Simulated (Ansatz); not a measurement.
Relaxation of BrH3OSSiSn (8 atoms, charge 0, multiplicity 1), to a largest force component of 0.02 eV/Å in at most 50 steps.

Level of theory: Ansatz, RKS LDA/def2-SVP.

```xyz
8
Properties=species:S:1:pos:R:3
Br -2.358 2.277 0.233
Sn -0.910 0.597 -0.843
O -0.750 -0.992 0.306
Si 1.023 -0.756 0.729
S 1.393 1.028 -0.382
H -1.224 0.209 -2.516
H -0.954 -1.922 0.577
H 1.133 -0.531 2.172
```

Q: Where does it end, and by what steps?

A: The forces met the threshold. After 25 steps the energy has fallen by 1.271 eV; H8 moved furthest, 0.80 Å.

```tsv
step	energy less start (eV)	largest force component (eV/Å)	accepted
0	0.0000	2.843	yes
1	-0.7990	1.029	yes
2	-1.0546	1.273	yes
3	-1.1196	0.808	yes
4	-1.1667	0.235	yes
5	-1.1759	0.143	yes
6	-1.1877	0.140	yes
7	-1.1941	0.183	yes
8	-1.1984	0.170	yes
9	-1.2017	0.099	yes
10	-1.2036	0.143	yes
11	-1.1599	1.575	no
12	-1.2124	0.084	yes
13	-1.2293	0.245	yes
14	-1.2213	1.172	no
15	-1.2418	0.190	yes
16	-1.2521	0.177	yes
17	-1.2513	0.535	no
18	-1.2591	0.098	yes
19	-1.2633	0.101	yes
20	-1.2674	0.193	yes
21	-1.2697	0.247	yes
22	-1.2709	0.062	yes
23	-1.2712	0.048	yes
24	-1.2713	0.022	yes
25	-1.2714	0.010	yes
```

```xyz
8
Properties=species:S:1:pos:R:3
Br -2.320 1.654 0.638
Sn -0.654 0.698 -0.963
O -0.461 -1.163 0.040
Si 1.218 -0.924 0.931
S 1.662 0.719 -0.542
H -1.414 0.363 -2.484
H -1.194 -1.389 0.655
H 0.516 -0.049 2.003
```

The run took 45 s on 2 threads of AMD EPYC 7R13 Processor (Zen 3) (shared host), peak memory 0.2 GiB.
